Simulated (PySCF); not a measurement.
Bond length, frequency and bond energy of AlSn⁻ by level of theory

State: ³Σ⁻ (triplet), unpaired electrons π ↑↑. Set-up: PySCF, scalar-relativistic core potentials, basis sets Al def2-SVPD, Sn def2-SVPD with ECP28. De refers to Al + Sn⁻ in their high-spin ground configurations, without counterpoise correction. The functionals are run spin-unrestricted. A positive dipole points towards Sn; it is taken about the centre of mass and depends on that origin.

```
      Level  Re (Å)  ωe (cm⁻¹)  De (eV)  μ (D)  CPU s a point (SCF and correlation, without the integrals)
        UHF   2.675        287      n/a   2.90                                                        0.24
    UHF-MP2   2.665        293     1.81    n/a                                                        0.39
UHF-SCS-MP2   2.672        287     1.73    n/a                                                         n/a
   UHF-CCSD   2.681        280     1.74    n/a                                                         n/a
UHF-CCSD(T)   2.689        276     1.87    n/a                                                          10
        PBE   2.708        263     2.43   3.88                                                        0.85
       BP86   2.711        261     2.41   3.76                                                         0.6
     r²SCAN   2.680        276     2.29   3.81                                                         1.2
    r²SCANh   2.671        281     2.24   3.72                                                         1.4
       PBE0   2.675        280     2.26   3.69                                                         1.3
     B2PLYP   2.684        276     2.12   3.27                                                        0.86
```

(1) Which functional lies closest to UHF-CCSD(T) in De, which farthest, and by how much do they differ from it?

(2) What does second-order correlation do here, going from UHF to UHF-MP2?

(3) What does the triples do here, going from UHF-CCSD to UHF-CCSD(T)?

Correlated steps freeze 9 core orbitals. Correlated levels converge slowly with the basis: in double zeta they bind strong bonds too weakly, by up to about 1 eV, and carry superposition errors of some tenths. These are scalar-relativistic numbers at best; spin–orbit coupling would shift them, the dissociation energy most. For an ion De counts to the pair picked by the measured ionisation energies or electron affinities, which need not be the lowest pair at this level. The highest Kohn–Sham level is positive in this anion. Much of that is self-interaction error, but it also means that the finite basis helps to hold the extra electron. B2PLYP dipoles, levels and charges come from its SCF part alone. The state is the lowest determinant that a PBE0 search found; another state may lie lower at other levels.

The whole job (state search and all levels along the bond) took about 3.8 min on 1 thread of Arm Neoverse V1 (shared host), peak memory 0.72 GiB.

Answers

(1) Closest is B2PLYP (-0.5 pm in Re, +0.0 % in ωe, +0.25 eV in De against UHF-CCSD(T) in the same basis), farthest PBE (+1.9 pm in Re, -4.7 % in ωe, +0.56 eV in De). CCSD(T) converges more slowly with the basis than the functionals do and binds too weakly in this one, so the order can change at the basis-set limit.

(2) UHF-MP2 less UHF: -1.0 pm in Re, +2.1 % in ωe. Correlation nearly always deepens the well. The bond shortens, as in weak, metallic or heavy-atom bonds, where dispersion and the correlation of outer-core electrons pull the atoms together.

(3) UHF-CCSD(T) less UHF-CCSD: +0.8 pm in Re, -1.4 % in ωe, +0.13 eV in De. Correlation nearly always deepens the well. The bond lengthens, as in strong covalent bonds, where excitations into antibonding orbitals dominate.
